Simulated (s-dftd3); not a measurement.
C2H3O (SMILES [CH2]C=O), doublet, at a GFN2-xTB geometry; D3(bjm) for pbe in s-dftd3.

The s-dftd3 input:
```
$ s-dftd3 mol.xyz --bjm pbe --json dftd3.json --noedisp --grad

# file mol.xyz
6

O      1.10060237     0.24623812    -0.40163761
C      0.04080672     0.35782363     0.20588499
H     -0.13643991     1.23632292     0.85189864
C     -1.01342987    -0.57729769     0.14786655
H     -1.92306138    -0.43095485     0.70132559
H     -0.90957881    -1.45842865    -0.46263256
```

Output, abridged:

```
-----------------------------------
 s i m p l e   D F T - D 3  v1.4.0
-----------------------------------

Rational (Becke-Johnson) damping: pbe-D3(BJ)
---------------------
  s6         1.0000
  s8         0.3589
  s9         0.0000
  a1         0.0121
  a2         5.9390
 alp        14.0000
--------------------

Dispersion energy:      -3.4008757611784E-03 Eh

Gradient norm:           2.1413925777878E-04 Eh/a0
--------------------------------------------------
     #    Z           dE/dx      dE/dy      dE/dz
--------------------------------------------------
     1    8 O     1.294E-04  4.615E-05 -3.631E-05
     2    6 C     3.669E-05  4.378E-05  9.131E-06
     3    1 H     1.861E-05  4.587E-05  1.961E-05
     4    6 C    -7.734E-05 -5.194E-05  6.293E-06
     5    1 H    -6.666E-05 -2.512E-05  1.786E-05
     6    1 H    -4.068E-05 -5.874E-05 -1.658E-05
--------------------------------------------------

Virial:
--------------------------------------------------
      component           x          y          z
--------------------------------------------------
          x       7.273E-04  3.793E-04 -1.283E-04
          y       3.793E-04  3.972E-04  5.939E-05
          z      -1.283E-04  5.939E-05  1.026E-04
--------------------------------------------------

[Info] JSON dump of results written to 'dftd3.json'
```
